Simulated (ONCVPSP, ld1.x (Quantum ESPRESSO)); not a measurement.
Pseudopotentials across the periodic table

Generated with ld1.x 7.5 (TM, RRKJ, ultrasoft, PAW), atompaw 4.2 or ONCVPSP 4.0.1. The cutoff is in Ry: for ld1.x and atompaw files where the sum of valence levels is converged to 10 mRy in a Bessel basis, for ONCV files where the hardest occupied wave has 1 mHa per electron of residual kinetic energy. The error is the largest all-electron minus pseudo excitation energy over each file’s own four to seven test configurations (ionisations up to +4, promotions, holes and added fractions of an electron), all of which were solved. The labels leave out finer settings (local radius, basis sizes, second energies), which also bear on the numbers. Spin-polarised tests are not counted. The rows are a selection from randomly drawn settings: files with unsolved tests, undetermined cutoffs or missed reference levels are left out.

A true bound ghost makes a file unfit for plane-wave use even where its test errors are small: the radial tests pick states by their node count and pass the ghost by.

```csv
element,potential,cutoff (Ry),largest error (meV),bound ghosts
Be,"RRKJ, PBE, scalar-relativistic, rc 2.30/4.20/4.10 (spd), local smoothed, core correction yes, reference 2s2 2p0",10,-259,none
K,"TM, PBE, scalar-relativistic, rc 1.60/1.55/2.45 (spd), local p, core correction yes, reference 3s2 3p6 3d0 4s0 4p0",45,+127,none
Mn,"TM, PBEsol, scalar-relativistic, rc 1.85/3.60/1.45 (spd), local p, core correction yes, reference 3d5 4s2 4p0",110,-647,s
I,"ONCV, LDA (Perdew-Zunger), fully relativistic, rc 1.45/1.65/1.40 (spd), local smoothed, core correction yes, reference 4d10 5s2 5p3.5, qcut 3.6/6/12.7, projectors 2/1/3",137,-18,"s, p3/2, p1/2"
Tl,"TM, LDA (PZ), scalar-relativistic, rc 1.85/2.90 (sp), local p, core correction no, reference 6s2 6p0.75",21,+132,none
```

Question: Fill in the row for Ca: RRKJ, PBEsol, scalar-relativistic, rc 1.60/1.15/2.05 (spd), local s, core correction no, reference 3s2 3p6 3d0 4s0 4p0.

Answer: cutoff 100 Ry, largest error +402 meV, bound ghosts: none.

Question: Fill in the row for N: ONCV, LDA (Perdew-Zunger), scalar-relativistic, rc 0.75/2.10/1.90 (spd), local smoothed, core correction yes, reference 2s1.75 2p3.25, qcut 6.8/8.3/4.3, projectors 2/2/3.

Answer: cutoff 66 Ry, largest error +446 meV, bound ghosts: none.

Question: Fill in the row for Mo: TM, BLYP, scalar-relativistic, rc 1.40/1.35/2.10 (spd), local s, core correction yes, reference 4s2 4p6 4d4 5s0 5p0.

Answer: cutoff 90 Ry, largest error +510 meV, bound ghosts: none.
